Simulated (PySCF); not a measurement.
```xyz
12

C      2.0680    -0.6618     0.1696
Si     1.2363     1.0041     0.0291
Si    -0.8502     1.2613    -0.3858
Si    -2.2676    -0.5303    -0.0410
H      1.3216    -1.4572     0.1802
H      2.7473    -0.8285    -0.6694
H      2.6501    -0.7206     1.0925
H      2.1862     2.1408    -0.0663
H     -1.3936     2.6420    -0.4044
H     -3.1838    -0.7364    -1.1952
H     -1.4137    -1.7398     0.1087
H     -3.1007    -0.3736     1.1820
```

Charge 0, multiplicity 1.

### Question
Give the Mulliken and meta-Löwdin atomic charges from PySCF 2.14.0 with PBE-D3(BJ)/def2-TZVP // PBE0-D3(BJ)/def2-TZVP.

### Answer

| atom | Mulliken (e) | meta-Löwdin (e) |
|---|---|---|
| C1 | -0.45 | -0.57 |
| Si2 | 0.08 | 0.29 |
| Si3 | -0.07 | -0.09 |
| Si4 | 0.03 | 0.20 |
| H5 | 0.15 | 0.15 |
| H6 | 0.15 | 0.14 |
| H7 | 0.15 | 0.14 |
| H8 | 0.00 | -0.05 |
| H9 | 0.01 | -0.03 |
| H10 | -0.01 | -0.06 |
| H11 | -0.02 | -0.06 |
| H12 | -0.01 | -0.06 |
